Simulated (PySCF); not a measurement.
CH4BrGaO. Atoms are numbered in the order given.

```xyz
8

Ga     0.8409     0.4943     0.0000
H      2.3847     0.5505     0.0000
Br    -0.3671    -1.4536     0.0000
O     -0.1103     1.9843     0.0000
C     -1.5042     2.1085     0.0000
H     -1.8336     2.6710     0.8911
H     -1.8336     2.6710    -0.8911
H     -2.0283     1.1353     0.0000
```

The structure is a stationary point at PBE0-D3(BJ)/def2-SVP. One conformer was computed; it need not be the lowest.

Computed with PBE/pcSseg-1 (PySCF).

GIAO shieldings, no solvent; atoms alike by connectivity are averaged. δ = σ(ref) − σ: ¹H against TMS (σ = 31.49 ppm); ¹⁷O against H2O (σ = 334.3 ppm); ¹³C against TMS (σ = 182.0 ppm), references at their B3LYP-D3(BJ)/def2-TZVP geometries, non-relativistic (without spin–orbit terms, shifts of atoms bonded to Cl or Br come out too high).

Problem. Estimate the chemical shifts. (Estimate from the structure and the level; the computed values follow.)

Solution. 
```csv
nucleus,atoms,count,δ (ppm)
¹H,H2,1,6.13
¹H,"H6, H7, H8",3,4.53
¹⁷O,O4,1,149.1
¹³C,C5,1,60.5
```
